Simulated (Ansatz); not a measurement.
Species: sum formula BNH, charge 0, multiplicity 2. It need not be the lowest isomer of its formula. 
Geometry from a B3LYP-D3(BJ)/def2-TZVP (Ansatz, a program for electronic structure) optimisation:
```
B
N 1 1.3055
H 1 1.1689 2 180.00
```
Charge 0, spin multiplicity 2.

Basis-set convergence of Hartree-Fock and CCSD correlation energies (hartree) with Ansatz. Valence correlation only, unless marked. UHF or UKS for open shells. Spin-orbit coupling is left out. No relativistic terms.

```csv
basis,functions,E(HF),"E(corr, CCSD)"
aug-cc-pVDZ,55,-79.64486,-0.23178
aug-cc-pVTZ,115,-79.66137,-0.27276
aug-cc-pVQZ,206,-79.66615,-0.28570
```

Extrapolating the two largest sets (X = 3 and 4) as X^-3: E(corr) = (64·(-0.28570) - 27·(-0.27276))/37 = -0.2951 Eh, an estimate of the basis-set limit. The largest set recovers 96.8 % of it, the smallest 78.5 %.
